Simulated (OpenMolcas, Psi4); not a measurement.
Exact exchange and the HOMO–LUMO gap of PbSe

PbSe: 2 atoms, total charge 0, spin state singlet. SMILES: `[Se][Pb]`. The shape is that of a PBE0-D4/def2-TZVP optimisation.

The HOMO–LUMO gap y, in eV, basis def2-TZVPP with a core potential; a is the functional's share of exact exchange. Programs: OpenMolcas 26.06, Psi4 1.11.

| functional | program | a | y (eV) |
| --- | --- | --- | --- |
| PBE | OpenMolcas | 0 | 2.77 |
| TPSS | OpenMolcas | 0 | 2.87 |
| TPSSh | Psi4 | 0.1 | 3.47 |
| B3LYP | OpenMolcas | 0.2 | ? |
| PBE0 | OpenMolcas | 0.25 | 4.28 |
| BHLYP | OpenMolcas | 0.5 | 5.68 |

Task: Fit y = c + s·a to the known rows and predict B3LYP.

Result: 
1. Means of the 5 rows: a = 0.1700, y = 3.814.
2. Σ(Δa)² = 0.178, Σ(Δa·Δy) = 1.0151, so the slope is 1.0151/0.178 = 5.7028.
3. Intercept: 3.814 − (5.7028) × 0.1700 = 2.845. The largest residual of the fit is 0.075.
4. B3LYP: 2.845 + (5.7028) × 0.2 = 3.99 eV.

The run gave 3.88 eV, so the prediction is off by +0.11 eV, about the scatter of the fit. Exact exchange lowers occupied levels and raises empty ones. The rows mix families of semi-local functionals, which the line can't see.
